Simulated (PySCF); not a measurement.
HfF₄, SMILES [F][Hf]([F])([F])[F], multiplicity 1. Heavy atoms are numbered as in [Hf:1]([F:2])([F:3])([F:4])[F:5].

Coordinates come from a B3LYP-D3(BJ)/def2-SVP optimisation. The multiplicity is an assumed one; other spin states were not compared. The isomer is the one that the SMILES or the coordinates give; other isomers of the formula were not compared. The def2 effective core potentials stand for the cores of Hf; spin–orbit coupling is left out.

Level of theory: PBE0/def2-TZVP in PySCF.

ESP charges are fitted to the potential on shells at 1.4 to 2.0 van der Waals radii. Atomic charges (e), one atom of each kind:

```
atom  ESP fit  Löwdin  Mulliken
----  -------  ------  --------
Hf1      1.70    0.95       [?]
F2      -0.43   -0.24       [?]
```

Some entries are withheld; supply them. (An estimate is asked for; the answer gives what the named calculation found.)


- Hf1, Mulliken: 1.71
- F2, Mulliken: -0.43
